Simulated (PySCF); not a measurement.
A calculated (UHF, PySCF 2.14, aug-cc-pV5Z, no relativity, point nucleus) atom or ion has these occupied shells.

```tsv
shell	electrons	orbital energy (eV)	rms radius, mean of both spins (bohr)
1s α	1	-550.32	0.231
1s β	1	-549.21	0.231
2s α	1	-24.754	1.32
2s β	1	-19.844	1.32
2p α	3	-4.807	1.76
2p β	2	-2.174	1.76
```

**Question.** Name the element and its charge.

**Answer.** O⁻ (oxygen, charge -1), in [He] 2s2 2p5, 2P determinant.
